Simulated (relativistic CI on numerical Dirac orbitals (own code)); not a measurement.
## The spin-orbit constant of V7+ from its measured fine structure

Problem. The ground term 3P of V7+ (3s2.3p4) has the measured levels J = 0: 7579.6, J = 1: 6007.8, J = 2: 0.0 cm⁻¹ (Sugar and Corliss, J. Phys. Chem. Ref. Data 7, 1191 (1978)). Test the interval rule and estimate ζ(3p).

Working.
1. In LS coupling E(J) − E(J − 1) = AJ. The intervals give A = -1571.8 (J = 1), -3003.9 (J = 2) cm⁻¹.
2. These values spread by 57 % of their mean, from second-order spin-orbit mixing with other terms and from spin-spin terms.
3. The whole width divided by the sum of the upper J values gives a mean A = -2526.5 cm⁻¹.
4. For the Hund term of a shell that is more than half full, A = −ζ/2S with 2S = 2, so ζ = 5053 cm⁻¹.

Check. The value calculated from Dirac-Coulomb-Breit radial functions of this configuration is ζ = 5493 cm⁻¹, 9 % above the estimate from measurement. The same recipe applied to the calculated levels returns 5011 cm⁻¹, which shows the bias of the recipe itself. Where the interval rule fails, the estimate is only rough.
